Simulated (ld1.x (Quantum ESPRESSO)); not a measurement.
# Pd: one change to an RRKJ potential, before and after

ld1.x (Quantum ESPRESSO) 7.5 input, shortened:

```
&input
   title='Pd', zed=46., rel=1, dft='PZ', iswitch=3,
   config='[Kr] 4d9 5s1 5p0'
 /
 &inputp
   pseudotype=2, tm=.false., lloc=0,
   nlcc=.false.
 /
3
5P  2  1   0.00   0.00  3.45  3.45  0.0
4D  3  2   9.00   0.00  1.60  1.60  0.0
5S  1  0   1.00   0.00  2.40  2.40  0.0
 &test
   configts(1)='4d9 5s1 5p0'
 /
```

All-electron outer shells of the reference configuration (LDA (PZ), scalar-relativistic, ld1.x):

| shell | level (eV) | outermost node (bohr) | outermost maximum (bohr) |
| --- | --- | --- | --- |
| 4s | -88.76 | 0.45 | 0.85 |
| 4p | -54.58 | 0.46 | 0.91 |
| 4d | -6.90 | 0.45 | 1.09 |
| 5s | -4.66 | 1.15 | 2.54 |
| 5p | -0.91 | 1.30 | 3.70 |

Change: wave 5s (bound): rc 2.40 bohr becomes 5s (bound): rc 1.62 bohr.

Cutoffs: the cutoffs (Ry, on a coarse ladder) from which the occupation-weighted sum of valence levels, in a spherical-Bessel basis at the reference potential, stays within 10 and 1 mRy of its value at 400 Ry; they do not see the model core or the augmentation charge, which bear on the density cutoff. Errors are all-electron minus pseudo energies relative to the spin-unpolarised reference configuration.

Problem. What does the change do?

Solution. The potential gets harder (55 Ry and 70 Ry → 60 Ry and 90 Ry); of the 9 tests that both files solve, the error grows in 4 and shrinks in 4 by more than 15 % and 0.3 meV (median size 83.1 → 48.7 meV); the range in which the s phases agree narrows (upper end 1.2 → 0.1); neither file shows a bound ghost at the reference potential, the only one tested. A smaller radius makes the pseudo-wave follow the all-electron one further in, where it bends more sharply, so more plane waves are needed.

| quantity | base | changed |
| --- | --- | --- |
| cutoff, loose | 55 Ry | 60 Ry |
| cutoff, tight | 70 Ry | 90 Ry |
| loose cutoff by channel (10 mRy a level) | d 45 Ry, s 6 Ry | d 45 Ry, s 30 Ry |
| bound ghosts | none | none |
| error for 4d10 5s0 5p0, meV [ΔE -1.44 eV] | -83 | -27 |
| error for 4d9 5s0 5p0, meV [ΔE 7.95 eV] | -4.6 | +18 |
| error for 4d8 5s0 5p0, meV [ΔE 29.03 eV] | -76 | -49 |
| error for 4d9.5 5s0 5p0, meV [ΔE 1.93 eV] | -37 | -0.2 |
| error for 4d7 5s0 5p0, meV [ΔE 63.63 eV] | -465 | -378 |
| error for 4d9 5s0 5p1, meV [ΔE 3.88 eV] | -1.4 | +14 |
| error for 4d8 5s1 5p0, meV [ΔE 12.36 eV] | -91 | +185 |
| error for 4d9 5s1 5p0 (spin-polarised), meV [ΔE -0.38 eV] | +109 | +117 |
| error for 4d9 5s0 5p0 (spin-polarised), meV [ΔE 7.81 eV] | +93 | +117 |
| s: phases at 3.77 bohr within 0.05 rad from the reference energy up to (Ry; the scan ends near 5) | 1.2 | 0.1 |
| p: phases at 3.77 bohr within 0.05 rad from the reference energy up to (Ry; the scan ends near 5) | 1.9 | 2.2 |
| d: phases at 3.77 bohr within 0.05 rad from the reference energy up to (Ry; the scan ends near 5) | 0.5 | 0.6 |

Changed file: These tests converged, but a pseudo level misses the all-electron one widely, so the file describes the atom poorly there or has found another state: 4d7 5s0 5p0: empty 5s by 4.8 eV (a node warning on the way).
